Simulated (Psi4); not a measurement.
Two rigid molecules brought together: N2 ··· C2H6O (SMILES N#N and COC), singlet. Monomers: optimised at B3LYP-D3(BJ) (def2-TZVP), held rigid. Orientation: a random orientation, not optimised. The monomers approach along the line of their centres of mass (distance R); nothing else relaxes.

Geometry at R = 3.87 Å (first 2 atoms: monomer A):
```
11

N      0.5455     0.0000     0.0000
N     -0.5455     0.0000     0.0000
C      3.1317    -0.0688     3.4555
O      2.1179    -0.8728     2.8973
C      2.5791    -1.6477     1.8143
H      3.9605    -0.6777     3.8411
H      3.5357     0.6378     2.7181
H      2.6894     0.4907     4.2783
H      3.3813    -2.3316     2.1226
H      1.7362    -2.2314     1.4475
H      2.9579    -1.0151     1.0003
```

Levels: HF/aug-cc-pVDZ, counterpoise-corrected (Psi4); SAPT0/jun-cc-pVDZ, frozen core (Psi4).

Interaction energies in kcal/mol:

```json
[
 {"R / Å": "3.27", "HF/aug-cc-pVDZ": "7.58"},
 {"R / Å": "3.50", "HF/aug-cc-pVDZ": "3.55"},
 {"R / Å": "3.69", "HF/aug-cc-pVDZ": "1.84"},
 {"R / Å": "3.87", "HF/aug-cc-pVDZ": "0.96"},
 {"R / Å": "4.09", "HF/aug-cc-pVDZ": "0.40"},
 {"R / Å": "4.27", "HF/aug-cc-pVDZ": "0.17"},
 {"R / Å": "4.60", "HF/aug-cc-pVDZ": "0.01"},
 {"R / Å": "4.91", "HF/aug-cc-pVDZ": "-0.03"},
 {"R / Å": "5.36", "HF/aug-cc-pVDZ": "-0.04"},
 {"R / Å": "6.04", "HF/aug-cc-pVDZ": "-0.03"},
 {"R / Å": "7.09", "HF/aug-cc-pVDZ": "-0.01"},
 {"R / Å": "8.37", "HF/aug-cc-pVDZ": "-0.01"}
]
```

**Question.** Predict the corresponding SAPT0/jun-cc-pVDZ column.

**Answer.** 3.27: 4.17; 3.50: 1.31; 3.69: 0.24; 3.87: -0.22; 4.09: -0.42; 4.27: -0.44; 4.60: -0.37; 4.91: -0.28; 5.36: -0.18; 6.04: -0.09; 7.09: -0.04; 8.37: -0.02 (kcal/mol).
